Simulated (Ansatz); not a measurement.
```yaml
crystal:
  periodic: [false, false, false]
  atoms:
    - {symbol: C, position_ang: [-1.702143, -0.190797, -0.148777]}
    - {symbol: C, position_ang: [-0.288761, -0.344657, 0.240918]}
    - {symbol: N, position_ang: [0.081047, -1.481859, 0.727658]}
    - {symbol: O, position_ang: [1.244529, 1.575746, -1.552397]}
    - {symbol: Al, position_ang: [1.231680, 1.077301, 0.108379]}
    - {symbol: H, position_ang: [-1.730750, 0.121895, -1.197177]}
    - {symbol: H, position_ang: [-2.323275, -1.082439, -0.007071]}
    - {symbol: H, position_ang: [-2.125501, 0.647955, 0.412073]}
    - {symbol: H, position_ang: [1.059893, -1.593241, 0.980660]}
    - {symbol: H, position_ang: [-0.545708, -2.268759, 0.870077]}
    - {symbol: H, position_ang: [1.910459, 1.246096, -2.151882]}
    - {symbol: H, position_ang: [2.420450, 0.055184, 0.570325]}
    - {symbol: H, position_ang: [0.788380, 2.202771, 1.161917]}
basis:
  gaussian: {orbitals: cc-pVDZ}
hamiltonian: {xc: {name: HF}}
correlation: {active_space: {window: {electrons: 2, orbitals: 1}}}
scf: {lower_state_search: light}
output: {forces: true}
```

```sh
$ ansatz run in.yaml --threads 4 --pin off --events-out ev --progress --plain --max-ram 10444MiB
```

Output, abridged:

```
Functional definition: HF
1051 factors; integrals over basis functions are off by at most 1.2e-3 eV
mean field evaluation 1: about -12285.5987 eV, gradient 4.3e1 eV
mean field evaluation 2: about -12285.7453 eV, gradient 4.3e1 eV
mean field evaluation 4: about -12290.1355 eV, gradient 4.2e0 eV
mean field evaluation 8: about -12290.2047 eV, gradient 2.4e-1 eV
mean field -12290.20511963 eV, -451.6567075463 hartree, gradient 9.7e-6 eV, S^2 0.000000; 0 other end points of the search recorded, 0 dependent functions left out
reference -12290.20511963 eV, -451.6567075463 hartree; 24, 24 occupied and 90, 90 virtual orbitals, 1051 factors
state -12290.20511963 eV, -451.6567075463 hartree
Total energy: -12290.20511963 eV, -451.6567075463 hartree
Atom 0 at    -1.702143    -0.190797    -0.148777 Å, force    -0.596888     0.213635    -0.219112 eV/Å
Atom 1 at    -0.288761    -0.344657     0.240918 Å, force     0.117400    -0.465497     0.174440 eV/Å
Atom 2 at     0.081047    -1.481859     0.727658 Å, force     0.189997    -0.420570     0.195040 eV/Å
Atom 3 at     1.244529     1.575746    -1.552397 Å, force     0.550761    -0.161804    -0.956906 eV/Å
Atom 4 at     1.231680     1.077301     0.108379 Å, force     0.298029     0.165566     0.561942 eV/Å
Atom 5 at    -1.730750     0.121895    -1.197177 Å, force     0.008580    -0.079761     0.055499 eV/Å
Atom 6 at    -2.323275    -1.082439    -0.007071 Å, force     0.057021     0.055135    -0.001576 eV/Å
Atom 7 at    -2.125501     0.647955     0.412073 Å, force     0.026461    -0.084000     0.016120 eV/Å
Atom 8 at     1.059893    -1.593241     0.980660 Å, force    -0.554191    -0.054954    -0.092876 eV/Å
Atom 9 at    -0.545708    -2.268759     0.870077 Å, force     0.335792     0.408267    -0.083321 eV/Å
Atom 10 at     1.910459     1.246096    -2.151882 Å, force    -0.499641     0.299335     0.365215 eV/Å
Atom 11 at     2.420450     0.055184     0.570325 Å, force     0.056769     0.088182    -0.028009 eV/Å
Atom 12 at     0.788380     2.202771     1.161917 Å, force     0.009909     0.036466     0.013545 eV/Å
Dipole moment:    -0.722178    -1.312992     0.129650 e Å
```

Hardware: 4 threads of an AMD EPYC 9R14 on a shared host. Wall time 1.4 s, peak host memory 0.24 GiB.
